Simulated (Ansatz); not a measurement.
Cost and result for the atomization energy of `N=C=[Se]` (4 atoms, 3 bonds).

Cartesian coordinates in Å:
```
N -0.3346 0.2899 -0.7288
C 0.1868 -0.2658 0.1873
Se 0.9720 -1.1792 1.4049
H -0.8241 1.1552 -0.8634
```

The species carries charge 0 and has multiplicity 1. Correlated methods include outer-core shells of Se, which these sets cover unevenly. Scalar relativity is left out up to krypton. The structure was optimised at the PBE0-D4/def2-TZVP level. It is one conformer, not always the lowest. Program: Ansatz. All runs use 2 threads of an Arm Neoverse V2 on a shared host. Times are those of one run each, without the atoms' runs, and a repeat can differ threefold. Electronic energies, without spin–orbit coupling; frozen cores. CCSD(T)/CBS adds CCSD(T) − MP2 in def2-TZVPP to the MP2 limit, and its time is that of the two runs behind it. T1 = 0.016. With those shells the extrapolation isn't a true limit. B3LYP takes the VWN-RPA correlation (the form of Gaussian; ORCA's B3LYP/G). HSE06 is the plane-wave form, built on full-range PBE exchange.

CCSD(T)/CBS is a level of theory with its own doubt, some kJ/mol a heavy atom from the limit and from the frozen cores, so smaller differences don't rank the functionals.

```csv
level,functions,wall time
LDA (SPW92)/def2-TZVPP,124,0.55 s
CCSD(T)/def2-SVP,65,0.85 s
PBE0-D4/def2-TZVPP,124,1.3 s
BHLYP-D4/def2-TZVPP,124,1.4 s
HSE06-D4/def2-TZVPP,124,1.4 s
CAM-B3LYP-D4/def2-TZVPP,124,1.4 s
B3LYP-D4/def2-TZVPP (with forces),124,1.6 s
PBE-QIDH/def2-TZVPP,124,2.3 s
r2SCAN-D4/def2-TZVPP (with forces),124,2.5 s
ωB97X-V/def2-TZVPP,124,3.4 s
CCSD(T)/def2-TZVPP,124,5.5 s
MP2/def2-QZVPP,233,6 s
CCSD(T)/CBS(def2),–,12 s
```

Q: What atomization energy does each give, and how far from CCSD(T)/CBS? (Estimate.)

A: Ansatz gave: 
```
                             level  atomization (kcal/mol)  difference from CCSD(T)/CBS  per bond
            LDA (SPW92)/def2-TZVPP                   440.5                         80.8      26.9
                  CCSD(T)/def2-SVP                   330.5                        -29.2      -9.7
                PBE0-D4/def2-TZVPP                   365.7                          6.0       2.0
               BHLYP-D4/def2-TZVPP                   337.1                        -22.6      -7.5
               HSE06-D4/def2-TZVPP                   366.2                          6.5       2.2
           CAM-B3LYP-D4/def2-TZVPP                   360.5                          0.8       0.3
 B3LYP-D4/def2-TZVPP (with forces)                   364.8                          5.1       1.7
               PBE-QIDH/def2-TZVPP                   356.2                         -3.5      -1.2
r2SCAN-D4/def2-TZVPP (with forces)                   365.3                          5.6       1.9
                ωB97X-V/def2-TZVPP                   359.8                          0.1       0.0
                CCSD(T)/def2-TZVPP                   344.7                        -15.0      -5.0
                    MP2/def2-QZVPP                   370.2                         10.5       3.5
                 CCSD(T)/CBS(def2)                   359.7                          0.0       0.0
```

The D4 term adds +2.6 kcal/mol with B3LYP and +1.3 kcal/mol with PBE0; it sums over pairs of atoms, weighted by their polarisabilities, and B3LYP, whose exchange is more repulsive, gets the larger term. From r2SCAN to r2SCAN0 (25 % exact exchange), in def2-TZVPP and without D4, the atomization energy moves by −17.0 kcal/mol: exact exchange takes away binding that semilocal exchange gives to molecules. Leaving LDA and LC-ωPBE aside and taking each functional with its dispersion term where it has one, the values, not all of them listed here, spread over 50.2 kcal/mol, from BHLYP-D4 to PBE-D4. LDA lies +54.8 kcal/mol from PBE without D4, its usual overbinding.
